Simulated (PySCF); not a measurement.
# Excitation energy of Co(2+) by level of theory

Co(2+) [Ar] 3d7 (4F) → Co(2+) [Ar] 3d6 4s1 (6D), as a difference of total energies. Computed with PySCF 2.14 in aug-cc-pVDZ-DK (7s6p4d2f, 59 functions), with the spin-free X2C one-electron Hamiltonian (Gaussian nucleus). Correlated levels: valence: [Ar] frozen. The calculations carry no spin-orbit coupling.

```json
{"method": "UHF", "excitation energy (eV)": "4.573"}
{"method": "MP2 (valence)", "excitation energy (eV)": "5.733"}
{"method": "SCS-MP2 (valence)", "excitation energy (eV)": "5.970"}
{"method": "CCSD (valence)", "excitation energy (eV)": "5.577"}
{"method": "CCSD(T) (valence)", "excitation energy (eV)": "5.594"}
```

Q: How much does correlation contribute at CCSD(T) (valence)?

A: 5.594 − (4.573) = 1.021 eV, measured against UHF.
